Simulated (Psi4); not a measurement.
C₄H₁₃NSi, singlet, at a GFN2-xTB geometry; PBE0/STO-3G run with Psi4.

The Psi4 input:
```
memory 2 GB

molecule mol {
0 1
Si    0.364189    0.398823    0.506115
C     1.506297   -0.824193   -0.388595
C     2.967453   -0.572641   -0.043227
N    -1.209046    0.301698   -0.183087
C    -1.807724   -0.936267   -0.617458
C    -2.200961    1.279199    0.182664
H     0.785516    1.786087    0.276690
H     0.440918    0.119787    1.956893
H     1.258977   -1.851905   -0.117852
H     1.378860   -0.744328   -1.468946
H     3.619612   -1.283774   -0.548865
H     3.128335   -0.666043    1.028205
H     3.262151    0.430836   -0.340031
H    -2.408098   -1.399402    0.175791
H    -2.465801   -0.747417   -1.471154
H    -1.034737   -1.635348   -0.921648
H    -1.713142    2.215246    0.438106
H    -2.881726    1.451252   -0.655716
H    -2.796585    0.953000    1.044224
}

set {
  basis sto-3g
  reference rks
}

energy('pbe0')
print_variables()
```

The log (banner, timings and long lists left out):

```
   => Loading Basis Set <=

    Name: STO-3G
    Role: ORBITAL
    Keyword: BASIS

         ---------------------------------------------------------
                                   SCF
               by Justin Turney, Rob Parrish, Andy Simmonett
                          and Daniel G. A. Smith
                              RKS Reference
         ---------------------------------------------------------

  ==> Geometry <==

    Molecular point group: c1
    Full point group: C1

    Geometry (in Angstrom), charge = 0, multiplicity = 1:

       Center              X                  Y                   Z               Mass
    ------------   -----------------  -----------------  -----------------  -----------------
         SI           0.369834209664     0.385697762087     0.500417213444    27.976926534650
         C            1.511942209664    -0.837318237913    -0.394292786556    12.000000000000
         C            2.973098209664    -0.585766237913    -0.048924786556    12.000000000000
         N           -1.203400790336     0.288572762087    -0.188784786556    14.003074004430
         C           -1.802078790336    -0.949392237913    -0.623155786556    12.000000000000
         C           -2.195315790336     1.266073762087     0.176966213444    12.000000000000
         H            0.791161209664     1.772961762087     0.270992213444     1.007825032230
         H            0.446563209664     0.106661762087     1.951195213444     1.007825032230
         H            1.264622209664    -1.865030237913    -0.123549786556     1.007825032230
         H            1.384505209664    -0.757453237913    -1.474643786556     1.007825032230
         H            3.625257209664    -1.296899237913    -0.554562786556     1.007825032230
         H            3.133980209664    -0.679168237913     1.022507213444     1.007825032230
         H            3.267796209664     0.417710762087    -0.345728786556     1.007825032230
         H           -2.402452790336    -1.412527237913     0.170093213444     1.007825032230
         H           -2.460155790336    -0.760542237913    -1.476851786556     1.007825032230
         H           -1.029091790336    -1.648473237913    -0.927345786556     1.007825032230
         H           -1.707496790336     2.202120762087     0.432408213444     1.007825032230
         H           -2.876080790336     1.438126762087    -0.661413786556     1.007825032230
         H           -2.790939790336     0.939874762087     1.038526213444     1.007825032230

  Running in c1 symmetry.

  Rotational constants: A =      0.20146  B =      0.04805  C =      0.04109 [cm^-1]
  Rotational constants: A =   6039.73452  B =   1440.63124  C =   1231.94849 [MHz]
  Nuclear repulsion =  319.401186633509610

  Charge       = 0
  Multiplicity = 1
  Electrons    = 58
  Nalpha       = 29
  Nbeta        = 29

  ==> Algorithm <==

  SCF Algorithm Type is DF.
  DIIS enabled.
  MOM disabled.
  Fractional occupation disabled.
  Guess Type is SAD.
  Energy threshold   = 1.00e-06
  Density threshold  = 1.00e-06
  Integral threshold = 1.00e-12

  ==> Primary Basis <==

  Basis Set: STO-3G
    Blend: STO-3G
    Number of shells: 33
    Number of basis functions: 47
    Number of Cartesian functions: 47
    Spherical Harmonics?: true
    Max angular momentum: 1

  ==> DFT Potential <==

   => LibXC <=

    Version 7.1.2
    S. Lehtola, C. Steigemann, M. J. T. Oliveira, and M. A. L. Marques,  SoftwareX 7, 1–5 (2018) (10.1016/j.softx.2017.11.002)

   => Composite Functional: PBE0 <=

    PBE0 Hyb-GGA Exchange-Correlation Functional

    C. Adamo and V. Barone,  J. Chem. Phys. 110, 6158 (1999) (10.1063/1.478522)
    M. Ernzerhof and G. E. Scuseria,  J. Chem. Phys. 110, 5029 (1999) (10.1063/1.478401)

    Deriv               =              1
    GGA                 =           TRUE
    Meta                =          FALSE

    Exchange Hybrid     =           TRUE
    MP2 Hybrid          =          FALSE

   => Exchange Functionals <=

    0.7500   Perdew, Burke & Ernzerhof

   => Exact (HF) Exchange <=

    0.2500               HF

   => Correlation Functionals <=

    1.0000   Perdew, Burke & Ernzerhof

   => LibXC Density Thresholds  <==

    XC_HYB_GGA_XC_PBEH:  1.00E-15

   => Molecular Quadrature <=

    Radial Scheme          =       TREUTLER
    Pruning Scheme         =           NONE
    Nuclear Scheme         =       TREUTLER

    Blocking Scheme        =         OCTREE
    BS radius alpha        =              1
    Pruning alpha          =              1
    Radial Points          =             75
    Spherical Points       =            302
    Total Points           =         400335
    Total Blocks           =           2932
    Max Points             =            256
    Max Functions          =             44
    Weights Tolerance      =       1.00E-15

   => Loading Basis Set <=

    Name: (STO-3G AUX)
    Role: JKFIT
    Keyword: DF_BASIS_SCF

  ==> Integral Setup <==

  SCF_SUBTYPE=INCORE selected. In-core MEM_DF algorithm will be used.
  Using in-core AOs.

  ==> MemDFJK: Density-Fitted J/K Matrices <==

    J tasked:                   Yes
    K tasked:                   Yes
    wK tasked:                   No
    Algorithm:                 Core
    Schwarz Cutoff:           1E-12
    Mask sparsity (%):       2.1729
    Fitting Condition:        1E-10

   => Auxiliary Basis Set <=

  Basis Set: (STO-3G AUX)
    Blend: DEF2-UNIVERSAL-JKFIT
    Number of shells: 241
    Number of basis functions: 739
    Number of Cartesian functions: 864
    Spherical Harmonics?: true
    Max angular momentum: 4

  Minimum eigenvalue in the overlap matrix is 2.0815813664E-01.
  Reciprocal condition number of the overlap matrix is 8.3428575712E-02.
    Using symmetric orthogonalization.

  ==> Pre-Iterations <==

  SCF Guess: Superposition of Atomic Densities via on-the-fly atomic UHF (no occupation information).

   -------------------------
    Irrep   Nso     Nmo
   -------------------------
     A         47      47
   -------------------------
    Total      47      47
   -------------------------

  ==> Iterations <==

                           Total Energy        Delta E     RMS |[F,P]|

   @DF-RKS iter SAD:  -494.42372136743859   -4.94424e+02   0.00000e+00
   @DF-RKS iter   1:  -498.16276888285597   -3.73905e+00   4.99713e-03 ADIIS/DIIS
   @DF-RKS iter   2:  -498.17662952705797   -1.38606e-02   4.10175e-03 ADIIS/DIIS
   @DF-RKS iter   3:  -498.19821199882335   -2.15825e-02   5.14534e-04 ADIIS/DIIS
   @DF-RKS iter   4:  -498.19858331309166   -3.71314e-04   6.83086e-05 DIIS
   @DF-RKS iter   5:  -498.19859010380151   -6.79071e-06   2.01723e-05 DIIS
   @DF-RKS iter   6:  -498.19859066250859   -5.58707e-07   2.40717e-06 DIIS
   @DF-RKS iter   7:  -498.19859067034076   -7.83217e-09   7.60605e-07 DIIS
  Energy and wave function converged.

  ==> Post-Iterations <==

   Electrons on quadrature grid:
      Ntotal   =   57.9999173525 ; deviation = -8.265e-05

    Orbital Energies [Eh]
    ---------------------

    Doubly Occupied:

       1A    -65.507460     2A    -14.115615     3A    -10.066234
       4A    -10.065663     5A    -10.039412     6A    -10.011639
       7A     -5.152838     8A     -3.430546     9A     -3.429366
      10A     -3.428732    11A     -0.860067    12A     -0.739280
      13A     -0.682092    14A     -0.609178    15A     -0.585144
      16A     -0.489321    17A     -0.426768    18A     -0.424315
      19A     -0.415682    20A     -0.407803    21A     -0.378525
      22A     -0.359718    23A     -0.335422    24A     -0.327665
      25A     -0.323918    26A     -0.295414    27A     -0.285443
      28A     -0.250966    29A     -0.111880

    Virtual:

      30A      0.296000    31A      0.322989    32A      0.343291
      33A      0.368180    34A      0.412298    35A      0.444306
      36A      0.456882    37A      0.464958    38A      0.477514
      39A      0.487323    40A      0.495147    41A      0.499784
      42A      0.521133    43A      0.522387    44A      0.543071
      45A      0.557011    46A      0.564940    47A      0.580903

    Final Occupation by Irrep:
              A
    DOCC [    29 ]
    NA   [    29 ]
    NB   [    29 ]

  @DF-RKS Final Energy:  -498.19859067034076

   => Energetics <=

    Nuclear Repulsion Energy =            319.4011866335096101
    One-Electron Energy =               -1318.8530963529537985
    Two-Electron Energy =                 542.3351683787873299
    DFT Exchange-Correlation Energy =     -41.0818493296838341
    Empirical Dispersion Energy =           0.0000000000000000
    VV10 Nonlocal Energy =                  0.0000000000000000
    Total Energy =                       -498.1985906703407068

Computation Completed

Properties will be evaluated at   0.000000,   0.000000,   0.000000 [a0]

Properties computed using the SCF density matrix

 Multipole Moments:

 ------------------------------------------------------------------------------------
     Multipole            Electronic (a.u.)      Nuclear  (a.u.)        Total (a.u.)
 ------------------------------------------------------------------------------------

 L = 1.  Multiply by 2.5417464519 to convert [e a0] to [Debye]
 Dipole X            :         -0.6323054            0.6187269           -0.0135785
 Dipole Y            :          1.3247480           -1.4386047           -0.1138566
 Dipole Z            :          0.7479156           -0.6244971            0.1234185
 Magnitude           :                                                    0.1684632

 ------------------------------------------------------------------------------------

  Variable Map:
  ----------------------------------------------------------------------------
  "CURRENT ENERGY"              =>    -498.198590670341
  "CURRENT REFERENCE ENERGY"    =>    -498.198590670341
  "DD SOLVATION ENERGY"         =>       0.000000000000
  "DFT FUNCTIONAL TOTAL ENERGY" =>    -498.198590670341
  "DFT TOTAL ENERGY"            =>    -498.198590670341
  "DFT VV10 ENERGY"             =>       0.000000000000
  "DFT XC ENERGY"               =>     -41.081849329684
  "GRID ELECTRONS ALPHA"        =>      28.999958676243
  "GRID ELECTRONS BETA"         =>      28.999958676243
  "GRID ELECTRONS TOTAL"        =>      57.999917352485
  "NUCLEAR REPULSION ENERGY"    =>     319.401186633510
  "ONE-ELECTRON ENERGY"         =>   -1318.853096352954
  "PCM POLARIZATION ENERGY"     =>       0.000000000000
  "PE ENERGY"                   =>       0.000000000000
  "SCF ITERATION ENERGY"        =>    -498.198590670341
  "SCF ITERATIONS"              =>       7.000000000000
  "SCF TOTAL ENERGY"            =>    -498.198590670341
  "TWO-ELECTRON ENERGY"         =>     542.335168378787
  "XC GRID RADIAL POINTS"       =>      75.000000000000
  "XC GRID SPHERICAL POINTS"    =>     302.000000000000
  "XC GRID TOTAL POINTS"        =>  400335.000000000000

  Array Variable Map:
  ----------------------------------------------------------------------------
  "CURRENT DIPOLE"              =>      -0.013578500870 ... 0.123418528122 1 by 3
  "SCF DIPOLE"                  =>      -0.013578500870 ... 0.123418528122 1 by 3
  "SCF TOTAL ENERGIES"          =>    -494.423721367439 ... -498.198590670341 1 by 8
```
